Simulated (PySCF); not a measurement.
C₂HBr₂Cl. Atoms are numbered in the order given.

```xyz
6

Cl     1.3709     2.4373     0.0000
C      1.3843     0.7131     0.0000
C      0.2834    -0.0513     0.0000
Br    -1.4705     0.6346     0.0000
Br     0.4508    -1.9394     0.0000
H      2.3777     0.2619     0.0000
```

Coordinates come from a B3LYP-D3(BJ)/def2-SVP optimisation.

All values below come from KT2/pcSseg-1 (PySCF).

GIAO shieldings, no solvent; atoms alike by connectivity are averaged. δ = σ(ref) − σ: ³⁵Cl against HCl (σ = 945.4 ppm); ¹³C against TMS (σ = 185.1 ppm); ¹H against TMS (σ = 31.47 ppm), references at their B3LYP-D3(BJ)/def2-TZVP geometries, non-relativistic (without spin–orbit terms, shifts of atoms bonded to Cl or Br come out too high).

| atoms | nucleus | count | δ (ppm) |
|---|---|---|---|
| Cl1 | ³⁵Cl | 1 | ? |
| C3 | ¹³C | 1 | 135.9 |
| C2 | ¹³C | 1 | 128.4 |
| H6 | ¹H | 1 | ? |

**Question.** Complete the blanks. (The exact figures need the calculation; the answer reports its results.)

**Answer.** 
- Cl1, δ (ppm): 298.7
- H6, δ (ppm): 6.64
